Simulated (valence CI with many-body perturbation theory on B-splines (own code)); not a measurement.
**Dy17+: M1 decay**

Level of theory: configuration interaction combined with many-body perturbation theory (CI+MBPT): three valence electrons over a frozen Dirac-Fock core [Kr] 4d10, a basis of 8 s, 8 p, 9 d, 9 f, 6 g, 3 h, 2 i functions for each j, with the one-electron correlation potential Σ1, the two-electron term Σ2, the three-electron term Σ3, Breit, model QED; selected CI, second order for the rest (own B-spline code, finite nucleus).

No measured levels were compared; by estimate terms of the open shell hold to a few per cent of their energy, and close levels can change places. Core correlation moves these levels by up to 39000 cm⁻¹, and in measured spectra 5 to 20 % of such shifts remained as error; rates that hang on mixing are uncertain with them.

Lines 1 to 50 of 120 in falling wavelength, among levels below 258660 cm⁻¹, chosen from the decays that carry over 1 % of a level's rate. Wavelengths and rates use the calculated energies, so an error of 2000 cm⁻¹ moves a line at 3748 nm by 75 % and its rate by three times that or more. S is in atomic units (e²a₀⁴ for E2 and M2, e²a₀⁶ for E3), for M1 in squared Bohr magnetons. Weak lines are less certain than strong ones. Lines between different terms over intervals too small for the method are left out, as are lines whose strength nearly cancels. Where a level lies close to another of its J and parity, the split of strength between their lines is uncertain.

Names give the largest LS component (configuration and term), which can be under half, so a name can repeat, a term be missing and a line seem to break the LS rules; names also repeat where a configuration has a term twice. Letters in brackets count levels of one name in rising energy.

| λ vac (nm) | Upper | Lower | Type | A (s⁻¹) | S (a.u.) |
| --- | --- | --- | --- | --- | --- |
| 3748 | 4f³ ⁴S°_3/2 | 4f³ ⁴F°_5/2 | M1 | 3.78e-02 | 2.95e-01 |
| 3670 | 4f³ ⁴F°_7/2 | 4f³ ⁴F°_5/2 | M1 | 6.22e-01 | 9.12e+00 |
| 2812 | 4f³ ⁴D°_1/2 | 4f³ ⁴D°_3/2 | M1 | 2.20e+00 | 3.63e+00 |
| 2614 | 4f³ ²L°_17/2 | 4f³ ²L°_15/2 | M1 | 6.13e-01 | 7.31e+00 |
| 2323 | 4f³ ⁴F°_5/2 | 4f³ ⁴F°_3/2 | M1 | 2.97e+00 | 8.28e+00 |
| 2167 | 4f³ ⁴F°_9/2 | 4f³ ⁴F°_7/2 | M1 | 1.69e+00 | 6.39e+00 |
| 2161 | 4f³ ²P°_1/2 | 4f³ ²D°_3/2 [a] | M1 | 8.34e-01 | 6.24e-01 |
| 1995 | 4f³ ⁴F°_7/2 | 4f³ ²H°_9/2 [a] | M1 | 9.12e-01 | 2.15e+00 |
| 1924 | 4f³ ²I°_13/2 | 4f³ ²I°_11/2 | M1 | 1.33e+00 | 4.90e+00 |
| 1742 | 4f³ ⁴G°_5/2 | 4f³ ⁴F°_7/2 | M1 | 3.09e-01 | 3.63e-01 |
| 1714 | 4f³ ⁴G°_11/2 | 4f³ ⁴G°_9/2 | M1 | 4.76e+00 | 1.07e+01 |
| 1598 | 4f³ ²K°_15/2 | 4f³ ²K°_13/2 | M1 | 2.67e+00 | 6.47e+00 |
| 1524 | 4f³ ⁴I°_15/2 | 4f³ ⁴I°_13/2 | M1 | 8.89e+00 | 1.87e+01 |
| 1473 | 4f³ ⁴I°_13/2 | 4f³ ⁴I°_11/2 | M1 | 1.47e+01 | 2.45e+01 |
| 1442 | 4f³ ⁴I°_11/2 | 4f³ ⁴I°_9/2 | M1 | 1.36e+01 | 1.81e+01 |
| 1434 | 4f³ ⁴S°_3/2 | 4f³ ⁴F°_3/2 | M1 | 1.55e+00 | 6.76e-01 |
| 1428 | 4f³ ⁴G°_7/2 [b] | 4f³ ⁴G°_5/2 | M1 | 8.22e+00 | 7.11e+00 |
| 1406 | 4f³ ⁴D°_3/2 | 4f³ ²D°_5/2 | M1 | 3.69e-01 | 1.52e-01 |
| 1395 | 4f³ ⁴G°_7/2 [a] | 4f³ ⁴F°_7/2 | M1 | 2.27e+00 | 1.83e+00 |
| 1350 | 4f³ ²D°_5/2 | 4f³ ²D°_3/2 [a] | M1 | 2.13e+00 | 1.16e+00 |
| 1322 | 4f³ ⁴G°_9/2 | 4f³ ⁴G°_7/2 [a] | M1 | 1.07e+01 | 9.19e+00 |
| 1302 | 4f³ ²G°_9/2 [a] | 4f³ ⁴G°_7/2 [b] | M1 | 6.91e+00 | 5.66e+00 |
| 1198 | 4f³ ²D°_3/2 [b] | 4f³ ²D°_5/2 | M1 | 4.39e+00 | 1.12e+00 |
| 1181 | 4f³ ⁴G°_5/2 | 4f³ ⁴F°_5/2 | M1 | 1.24e-01 | 4.55e-02 |
| 1175 | 4f³ ⁴D°_7/2 | 4f³ ⁴D°_5/2 | M1 | 9.80e+00 | 4.72e+00 |
| 1039 | 4f³ ⁴F°_9/2 | 4f³ ²H°_9/2 [a] | M1 | 1.17e+01 | 4.85e+00 |
| 1011 | 4f³ ⁴D°_3/2 | 4f³ ²P°_1/2 | M1 | 1.22e+00 | 1.86e-01 |
| 1011 | 4f³ ⁴G°_7/2 [a] | 4f³ ⁴F°_5/2 | M1 | 8.28e+00 | 2.54e+00 |
| 988.2 | 4f³ ⁴G°_9/2 | 4f³ ⁴F°_9/2 | M1 | 2.91e+00 | 1.04e+00 |
| 983.2 | 4f³ ²I°_11/2 | 4f³ ⁴G°_11/2 | M1 | 1.91e+00 | 8.08e-01 |
| 898.8 | 4f³ ²D°_3/2 [b] | 4f³ ²P°_1/2 | M1 | 8.89e+00 | 9.57e-01 |
| 880.9 | 4f³ ²H°_11/2 [a] | 4f³ ²H°_9/2 [a] | M1 | 1.29e+01 | 3.91e+00 |
| 821.0 | 4f³ ⁴G°_7/2 [a] | 4f³ ²H°_9/2 [a] | M1 | 3.61e+00 | 5.92e-01 |
| 784.9 | 4f³ ⁴G°_7/2 [b] | 4f³ ⁴F°_7/2 | M1 | 6.06e+00 | 8.69e-01 |
| 783.1 | 4f³ ⁴G°_5/2 | 4f³ ⁴F°_3/2 | M1 | 4.60e-01 | 4.92e-02 |
| 754.6 | 4f³ ²G°_9/2 [a] | 4f³ ⁴G°_7/2 [a] | M1 | 2.65e+00 | 4.22e-01 |
| 743.5 | 4f³ ⁴D°_1/2 | 4f³ ²P°_1/2 | M1 | 2.79e+00 | 8.50e-02 |
| 710.3 | 4f³ ²G°_9/2 [a] | 4f³ ²H°_11/2 [a] | M1 | 7.53e+00 | 1.00e+00 |
| 703.0 | 4f³ ⁴G°_11/2 | 4f³ ²H°_11/2 [a] | M1 | 7.23e+00 | 1.12e+00 |
| 699.0 | 4f³ ⁴D°_5/2 | 4f³ ²D°_3/2 [a] | M1 | 7.84e+00 | 5.96e-01 |
| 688.7 | 4f³ ⁴D°_3/2 | 4f³ ²D°_3/2 [a] | M1 | 1.17e+00 | 5.68e-02 |
| 661.5 | 4f³ ²D°_3/2 [a] | 4f³ ⁴S°_3/2 | M1 | 2.95e+01 | 1.27e+00 |
| 653.6 | 4f³ ²D°_5/2 | 4f³ ⁴G°_7/2 [a] | M1 | 2.63e+00 | 1.64e-01 |
| 649.1 | 4f³ ⁴D°_7/2 | 4f³ ²D°_5/2 | M1 | 3.67e-01 | 2.98e-02 |
| 646.6 | 4f³ ⁴G°_7/2 [b] | 4f³ ⁴F°_5/2 | M1 | 6.32e+00 | 5.06e-01 |
| 634.8 | 4f³ ²D°_3/2 [b] | 4f³ ²D°_3/2 [a] | M1 | 3.80e+01 | 1.44e+00 |
| 632.7 | 4f³ ²G°_9/2 [a] | 4f³ ⁴F°_9/2 | M1 | 2.93e+01 | 2.75e+00 |
| 626.9 | 4f³ ⁴G°_11/2 | 4f³ ⁴F°_9/2 | M1 | 4.45e-01 | 4.88e-02 |
| 624.8 | 4f³ ²I°_11/2 | 4f³ ⁴G°_9/2 | M1 | 3.08e+00 | 3.34e-01 |
| 601.5 | 4f³ ⁴D°_5/2 | 4f³ ⁴G°_7/2 [b] | M1 | 6.03e-01 | 2.92e-02 |
